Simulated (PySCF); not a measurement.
C3H9NSi, SMILES N[SiH]1CCC1. Atoms are numbered in the order given.

```xyz
14

N      2.1197    -0.2369    -0.3346
Si     0.5609     0.3443     0.1106
C     -0.9477     0.3924    -1.0423
C     -1.7742    -0.0667     0.1876
C     -0.6711    -0.7555     1.0341
H      2.2591    -1.0977    -0.8486
H      2.9166     0.3823    -0.4071
H      0.8040     1.6605     0.7794
H     -1.2783     1.3107    -1.5490
H     -0.8903    -0.4139    -1.7937
H     -2.6418    -0.7050    -0.0491
H     -2.1643     0.8127     0.7264
H     -0.7859    -0.7229     2.1271
H     -0.5515    -1.8103     0.7325
```

Geometry: PBE0-D3(BJ)/def2-SVP. One conformer was computed; it need not be the lowest.

These are SMD-B3LYP/6-31G* (PySCF) values and carry that method's errors.

Solvation free energies are E(SMD) − E(gas) at the gas-phase geometry, for 1 M in both phases. In vacuum the dipole moment is 1.38 D.

Question: Rank water, 1-octanol, dichloromethane by solvation free energy, most negative first.

Answer: dichloromethane (-4.3 kcal/mol), 1-octanol (-3.4 kcal/mol), water (-0.4 kcal/mol)
